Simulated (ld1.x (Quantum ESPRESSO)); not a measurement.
## What one change does to a pseudopotential (Cl, TM)

* Element: chlorine (Cl)
* Generator: ld1.x (Quantum ESPRESSO) 7.5
* Type: norm-conserving Troullier–Martins (Kleinman–Bylander form)
* Functional: PBE
* Relativity: scalar-relativistic
* Frozen core: [Ne]
* Valence charge: 7
* Reference configuration: 3s2 3p3.5 (charge +1.5)
* Partial waves: 3s (bound): rc 1.20 bohr; 3d channel at 0.45 Ry: rc 1.45 bohr; 3p (bound): rc 1.45 bohr
* Local potential: the p channel
* Core correction: Bessel-smoothed model core inside 0.80 bohr

Change: wave 3s (bound): rc 1.20 bohr becomes 3s (bound): rc 1.80 bohr.

Cutoffs: the cutoffs (Ry, on a coarse ladder) from which the occupation-weighted sum of valence levels, in a spherical-Bessel basis at the reference potential, stays within 10 and 1 mRy of its value at 400 Ry; they do not see the model core or the augmentation charge, which bear on the density cutoff. Errors are all-electron minus pseudo energies relative to the spin-unpolarised reference configuration.

Q: What does the change do?

A: The potential gets softer (50 Ry and 80 Ry → 35 Ry and 50 Ry); of the 7 tests that both files solve, the error grows in 6 and shrinks in 0 by more than 15 % and 0.3 meV (median size 10.3 → 11.1 meV); neither file shows a bound ghost. A larger radius leaves more room for a smooth pseudo-wave, so fewer plane waves are needed. More of the atom is replaced by a form fitted at one configuration, so other configurations suffer.

| quantity | base | changed |
| --- | --- | --- |
| cutoff, loose | 50 Ry | 35 Ry |
| cutoff, tight | 80 Ry | 50 Ry |
| loose cutoff by channel (10 mRy a level) | s 30 Ry, p 15 Ry | s 18 Ry, p 15 Ry |
| bound ghosts | none | none |
| error for 3s2 3p5, meV [ΔE -25.07 eV] | +13 | +19 |
| error for 3s2 3p4, meV [ΔE -11.19 eV] | +2.9 | +3.9 |
| error for 3s2 3p3, meV [ΔE 14.26 eV] | +1.7 | +3.2 |
| error for 3s2 3p4.5, meV [ΔE -19.48 eV] | +8.0 | +11 |
| error for 3s2 3p2, meV [ΔE 52.56 eV] | +31 | +51 |
| error for 3s1 3p6, meV [ΔE -12.91 eV] | +10 | +11 |
| error for 3s2 3p1, meV [ΔE 104.81 eV] | +117 | +196 |
